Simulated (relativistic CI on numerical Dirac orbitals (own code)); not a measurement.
Slater and spin-orbit integrals, Sm42+

Method of calculation: Dirac-Coulomb-Breit CI, separate exchange-only KLI orbitals for each configuration, a model potential for QED, unscaled Slater integrals (own radial code, finite nucleus).

Slater integrals F^k, G^k are unscaled and averaged over j, outside the closed core [Ne]; ζ comes from projecting the Hamiltonian with its Breit term on Σ l·s of the shell.

- 3s2 3p6 3d2: F^2(3d,3d) = 494680, F^4(3d,3d) = 319800, ζ(3d) = 104670 cm⁻¹; <r>(3d) = 0.207, <r^2>(3d) = 0.0496 (bohr units).
- 3s2 3p5 3d3: ζ(3p) = 771270, F^2(3d,3d) = 493830, F^4(3d,3d) = 319230, F^2(3p,3d) = 425450, G^1(3p,3d) = 450220, G^3(3p,3d) = 301710, ζ(3d) = 103630 cm⁻¹; <r>(3p) = 0.233, <r^2>(3p) = 0.06279, <r>(3d) = 0.2073, <r^2>(3d) = 0.04975 (bohr units).
- 3s 3p6 3d3: F^2(3d,3d) = 493480, F^4(3d,3d) = 319000, G^2(3s,3d) = 340770, ζ(3d) = 104160 cm⁻¹; <r>(3s) = 0.2384, <r^2>(3s) = 0.06485, <r>(3d) = 0.2075, <r^2>(3d) = 0.04982 (bohr units).

(1) Give the Racah parameters of the d shell in 3s2 3p6 3d2.

Averages of the first 10 configurations, taken without configuration mixing, which lowers the lowest level and can move excited configurations by several eV; other configurations of the list can lie among them:

```
 Configuration  Parity  States  Average energy above the lowest level (eV)
   3s2 3p6 3d2    even      45                                        44.4
   3s2 3p5 3d3     odd     720                                       338.5
    3s 3p6 3d3    even     240                                       604.2
 3s2 3p6 3d 4s    even      20                                      1338.9
 3s2 3p6 3d 4p     odd      60                                      1438.6
 3s2 3p6 3d 4d    even     100                                      1556.8
3s2 3p5 3d2 4s     odd     540                                      1624.4
 3s2 3p6 3d 4f     odd     140                                      1650.5
3s2 3p5 3d2 4p    even    1620                                      1724.3
3s2 3p5 3d2 4d     odd    2700                                      1842.0
```

Answers

(1) B = F²/49 − 5F⁴/441 = 6470 cm⁻¹ and C = 35F⁴/441 = 25381 cm⁻¹.
